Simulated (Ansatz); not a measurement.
Two members of one family (Series SeX2), computed with Ansatz in the gas phase. The two geometries come from different levels. Binding counts from free atoms in the multiplicity of their measured ground term, without zero-point energy. A dash marks a value that wasn't run or was left out as unsound. The structures are stationary points that may keep the symmetry of their start. Remarks come from the PBE and PBE0 runs and from stability tests at other levels; not every state was tested. A HOMO above zero means that the electron is unbound at that level and held by the basis, or that self-interaction error raises the level; the energy of removing that electron tells which.

First: SeF2 (singlet, charge 0, r2SCAN-D4/def2-TZVP geometry).

```xyz
3

Se   -0.1152    0.6326   -0.4255
F    -1.2171   -0.3882    0.4508
F     1.3323   -0.2445   -0.0253
```

| level | HOMO (eV) | LUMO (eV) | gap (eV) | vertical EA (eV) | binding per atom (eV) |
| --- | --- | --- | --- | --- | --- |
| PBE-D4/def2-SVP | -5.45 | -3.01 | 2.44 | – | 2.61 |
| PBE-D4/def2-TZVPD | -5.86 | -3.47 | 2.40 | 0.39 | 2.67 |
| r2SCAN-D4/def2-TZVP | -6.08 | -3.21 | 2.87 | – | 2.43 |
| PBE0-D4/def2-SVP | -7.01 | -2.12 | 4.89 | – | 2.28 |
| PBE0-D4/def2-TZVPD | -7.26 | -2.50 | 4.75 | 0.39 | 2.38 |

Remarks: HOMO above zero (-1 doublet).

Second: Se(CN)2 (singlet, charge 0, PBE0-D4/def2-SVP geometry).

```xyz
5

Se    0.662   -0.761    0.755
C     0.656    1.068    0.559
N     0.718    2.224    0.501
C    -0.619   -1.110   -0.517
N    -1.416   -1.421   -1.299
```

**Question.** What does the change do? Estimate second minus first.

**Answer.** 
```
              level  Δ HOMO (eV)  Δ LUMO (eV)  Δ gap (eV)  Δ vertical EA (eV)  Δ binding per atom (eV)
    PBE-D4/def2-SVP        -1.84         0.01        1.85                   –                     2.47
  PBE-D4/def2-TZVPD        -1.59         0.24        1.82                0.09                     2.37
r2SCAN-D4/def2-TZVP        -1.64         0.12        1.76                   –                     2.21
   PBE0-D4/def2-SVP        -1.52         0.03        1.55                   –                     2.46
 PBE0-D4/def2-TZVPD        -1.36         0.21        1.57                0.05                     2.33
```

Remarks: HOMO above zero (-1 doublet).
